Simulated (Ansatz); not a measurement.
Basis-set series for `C[S][Mg][O][SiH3]`. Total charge 0; spin multiplicity 1. The structure was optimised at the PBE0-D4/def2-TZVP level. It is one conformer, not always the lowest.

| functional | basis | functions | energy (Eh) | HOMO (eV) | LUMO (eV) |
| --- | --- | --- | --- | --- | --- |
| PBE0-D4 | def2-SVP | 112 | -1003.94902 | -6.67 | -1.33 |
| PBE0-D4 | def2-QZVPP | 497 | -1004.44058 | -6.73 | -1.45 |
| ωB97M-V | def2-SVP | 112 | -1004.33516 | -8.81 | -0.02 |
| ωB97M-V | def2-QZVPP | 497 | -1004.82761 | -8.92 | -0.26 |

**Question.** Give the rows for def2-TZVPP. (An estimate is asked.)

**Answer.** The calculation gave: 
```csv
functional,basis,functions,energy (Eh),HOMO (eV),LUMO (eV)
PBE0-D4,def2-TZVPP,262,-1004.40090,-6.73,-1.43
ωB97M-V,def2-TZVPP,262,-1004.79052,-8.91,-0.13
```

All numbers were calculated with Ansatz.
